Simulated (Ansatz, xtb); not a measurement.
# Two isomers of H5NOPSi

We compare I, `N[SiH2]O[PH]`, a doublet, with II, `O[SiH2]N[PH]`, a doublet. Both are isolated molecules in the gas phase, relaxed with B3LYP/6-31G*; the shapes shown needn't be the lowest conformers.

I (Å):

```xyz
9

N    -1.3197   -2.9362   -0.6575
O    -0.6435   -0.1329   -0.3787
P     0.6911    0.0485   -1.3529
Si   -1.8450   -1.3140   -0.4359
H    -1.0961   -3.2899   -1.5796
H    -0.8002   -3.4267    0.0603
H    -2.7437   -1.0069   -1.5751
H    -2.5095   -1.2005    0.8795
H     1.0439    1.3496   -0.8652
```

II (Å):

```json
{"atom": "N", "x (Å)": "0.4958", "y (Å)": "-0.5705", "z (Å)": "-1.7047"}
{"atom": "O", "x (Å)": "-1.3344", "y (Å)": "1.3490", "z (Å)": "-2.8025"}
{"atom": "P", "x (Å)": "0.1717", "y (Å)": "-2.2400", "z (Å)": "-1.3703"}
{"atom": "Si", "x (Å)": "-0.0804", "y (Å)": "0.2999", "z (Å)": "-3.1091"}
{"atom": "H", "x (Å)": "-2.1625", "y (Å)": "0.9554", "z (Å)": "-2.4923"}
{"atom": "H", "x (Å)": "0.9935", "y (Å)": "1.1851", "z (Å)": "-3.6085"}
{"atom": "H", "x (Å)": "-0.4612", "y (Å)": "-0.7644", "z (Å)": "-4.0711"}
{"atom": "H", "x (Å)": "1.0099", "y (Å)": "-0.0469", "z (Å)": "-1.0026"}
{"atom": "H", "x (Å)": "0.8338", "y (Å)": "-2.2552", "z (Å)": "-0.1014"}
```

Question: Estimate E(II) − E(I) at the level CCSD(T)/def2-SVP + ΔMP2/def2-TZVPP.

Answer: Not settled: CCSD(T)/def2-SVP + ΔMP2/def2-TZVPP gives E(II) − E(I) = +1.34 kcal/mol, but this leans on the basis-set step: CCSD(T) alone gives +0.66 kcal/mol.

Level by level:

```json
{"level": "B3LYP/6-31G*", "geometry": "B3LYP/6-31G*", "E(II) − E(I) (kcal/mol)": "+3.18", "departure from the last row (kcal/mol)": "+1.84", "job, with rough time for the two": "optimisation, 3.4 min"}
{"level": "HF/def2-SVP", "geometry": "B3LYP/6-31G*", "E(II) − E(I) (kcal/mol)": "+2.68", "departure from the last row (kcal/mol)": "+1.34", "job, with rough time for the two": "part of the CCSD(T) run"}
{"level": "MP2/def2-SVP", "geometry": "B3LYP/6-31G*", "E(II) − E(I) (kcal/mol)": "+0.53", "departure from the last row (kcal/mol)": "−0.81", "job, with rough time for the two": "part of the CCSD(T) run"}
{"level": "CCSD(T)/def2-SVP", "geometry": "B3LYP/6-31G*", "E(II) − E(I) (kcal/mol)": "+0.66", "departure from the last row (kcal/mol)": "−0.68", "job, with rough time for the two": "single point"}
{"level": "CCSD(T)/def2-SVP + ΔMP2/def2-TZVPP", "geometry": "B3LYP/6-31G*", "E(II) − E(I) (kcal/mol)": "+1.34", "departure from the last row (kcal/mol)": "", "job, with rough time for the two": "single point, 35 s"}
```

As drawn, II has 1 N–P, 1 O–H in place of 1 O–P, 1 N–H.

The largest departure from CCSD(T)/def2-SVP + ΔMP2/def2-TZVPP is that of B3LYP/6-31G*, 1.84 kcal/mol. Levels run at GFN2-xTB geometries aren't shown. The last row adds to CCSD(T) the change of the MP2 difference between the two basis sets, here +0.68 kcal/mol.

With harmonic frequencies from B3LYP/6-31G* (ideal gas, rigid rotor, one conformer each, 298.15 K, 1 atm): on the last row, ΔE + ΔZPE = +1.38 kcal/mol. A mode under 50 cm⁻¹ makes harmonic enthalpies and free energies unreliable, so none is given.

Open shells are spin-unrestricted. The correlated steps freeze 12 core orbitals. Programs: Ansatz 0.2.0; the last row on 2 threads of Arm Neoverse V1 on a shared host.
